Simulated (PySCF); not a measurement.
thiourea (CH4N2S), SMILES NC(N)=S.

Geometry optimised at PBE-D3(BJ)/def2-SVP. One conformer was computed; it need not be the lowest.

Two levels are set side by side: TDA-PBE/def2-SVPD (PySCF) and TDA-LC-ωPBE/def2-SVPD (PySCF). Vertical, same geometry. The lowest singlet is HOMO→LUMO 99 % with PBE and HOMO→LUMO 89 % with the other functional; states are paired by order. Differences are taken from unrounded values.

```json
[
 {"quantity": "lowest singlet excitation (eV)", "TDA-PBE": "3.68"},
 {"quantity": "lowest triplet excitation (TDA) (eV)", "TDA-PBE": "3.39"},
 {"quantity": "first bright state (f over 0.05) (eV)", "TDA-PBE": "5.15"},
 {"quantity": "its oscillator strength", "TDA-PBE": "0.14"}
]
```

### Question
These are the TDA-PBE values. What does TDA-LC-ωPBE give? (An estimate is asked for; the answer gives what the named calculation found.)

### Answer

| quantity | TDA-LC-ωPBE | TDA-PBE minus TDA-LC-ωPBE |
|---|---|---|
| lowest singlet excitation (eV) | 4.12 | -0.44 |
| lowest triplet excitation (TDA) (eV) | 3.59 | -0.19 |
| first bright state (f over 0.05) (eV) | 5.51 | -0.36 |
| its oscillator strength | 0.31 | -0.16 |

A lower first singlet is the usual sign of a functional without exact exchange. Differences between two approximate levels are no errors against the true value.

Rough cost on one machine, each run with all the roots and properties that it gave: TDA-LC-ωPBE against TDA-PBE about 3 times.
